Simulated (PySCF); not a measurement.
## Electron correlation in Rh⁺ (rhodium, charge +1)

[Kr] 4d8, high-spin 3F determinant. Calculation: PySCF 2.14, in aug-cc-pVTZ-DK (9s8p6d3f2g, 102 functions); the spin-free X2C one-electron Hamiltonian (Gaussian nucleus). Frozen: [Kr]; 8 electrons correlated.

| level | correlation energy (mhartree) |
| --- | --- |
| CCSD | -214.70 |
| (T) | -7.70 |
| CCSD(T) | -222.40 |

Diagnostics: T1 = 0.0038, D1 = 0.0056, largest double amplitude 0.018.

Cost of the coupled-cluster step: roughly 50 core-seconds, for 8 correlated electrons.
